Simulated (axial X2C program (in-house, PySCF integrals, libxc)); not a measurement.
**Which molecule has these constants?**

Computed with an in-house all-electron X2C program for linear molecules (integrals from PySCF), spin-free (one-electron X2C) or two-component (2c: spin–orbit coupling with atomic mean-field Coulomb and Gaunt terms, which also bring small scalar terms), in Dyall basis sets with cores contracted in-house; open shells are unrestricted.

A two-component PBE0 calculation in a Dyall 3-zeta basis gave Re = 1.761 Å, ωe = 1824.7 cm⁻¹, Ω = 0.

Question: Which molecule is it?
A. SbH⁺
B. ZrH⁺
C. MoH⁺
D. SnH⁺
E. SrH⁺

Answer: D. The others have SrH⁺ 2.019 Å and 1429.1 cm⁻¹ (Ω = 0); SbH⁺ 1.714 Å and 1978.7 cm⁻¹ (Ω = 1/2); MoH⁺ 1.665 Å and 1942.2 cm⁻¹ (Ω = 2); ZrH⁺ 1.802 Å and 1763.8 cm⁻¹ (Ω = 1).

Each entry is the lowest single determinant of a limited PBE0 search at one distance. De goes to single-determinant-based atoms at the same level (for ions the charge split of lowest energy) and is withheld (n/a) where an atom does not fit its ground term or J level. Main or longest-lived isotopes. One determinant is a doubtful description, or other states lie close, for MoH⁺, ZrH⁺; these need not be ground states, and all values refer to the states named. Some open-shell Ω = 0 determinants are out of reach, so the Ω given for MoH⁺ need not be the lowest component. With several unpaired electrons the Ω given is that of one determinant, not necessarily of the lowest component. The functionals have no current term, which raises determinants with orbital currents.
